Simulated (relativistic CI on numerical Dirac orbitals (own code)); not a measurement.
## Radial parameters of Lu¹²⁺

Computed by Dirac-Coulomb-Breit CI, orbitals from a KLI potential per configuration, model QED (radiative potential, 1s self-energy scaled to tabulated hydrogen-like ionisation energies), unscaled Slater integrals (own radial code, finite nucleus).

Slater integrals F^k, G^k are unscaled and averaged over j, outside the closed core [Ar] 3d10 4p6 4d10; ζ comes from projecting the Hamiltonian with its Breit term on Σ l·s of the shell.

- 4s²4f¹¹5s²: F^2(4f,4f) = 165760, F^4(4f,4f) = 105490, F^6(4f,4f) = 76327, ζ(4f) = 3713.3 cm⁻¹; <r>(4f) = 0.5988, <r^2>(4f) = 0.4306 (bohr units).
- 4s²4f¹⁰5s²5p: F^2(4f,4f) = 169490, F^4(4f,4f) = 108040, F^6(4f,4f) = 78231, ζ(4f) = 3893.5, F^2(4f,5p) = 73094, G^2(4f,5p) = 29000, G^4(4f,5p) = 24827, ζ(5p) = 63163 cm⁻¹; <r>(4f) = 0.588, <r^2>(4f) = 0.4138, <r>(5p) = 1.114, <r^2>(5p) = 1.384 (bohr units).
- 4s²4f¹³: ζ(4f) = 3434.8 cm⁻¹; <r>(4f) = 0.6179, <r^2>(4f) = 0.4602 (bohr units).

Averages of the first 10 configurations, taken without configuration mixing, which lowers the lowest level and can move excited configurations by several eV; other configurations of the list can lie among them:

```tsv
Configuration	Parity	States	Average energy above the lowest level (eV)
4s²4f¹¹5s²	odd	364	7.2
4s²4f¹⁰5s²5p	odd	6006	21.0
4s²4f¹³	odd	14	61.4
4s²4f¹¹5s5p	even	4368	42.3
4s²4f¹²5s	even	182	31.8
4s²4f¹²5p	odd	546	69.0
4s²4f¹⁰5s²5d	even	10010	75.8
4s²4f¹¹5s6s	odd	1456	128.5
4s4f¹³5s	odd	56	542.2
4s4f¹³5p	even	168	579.0
```
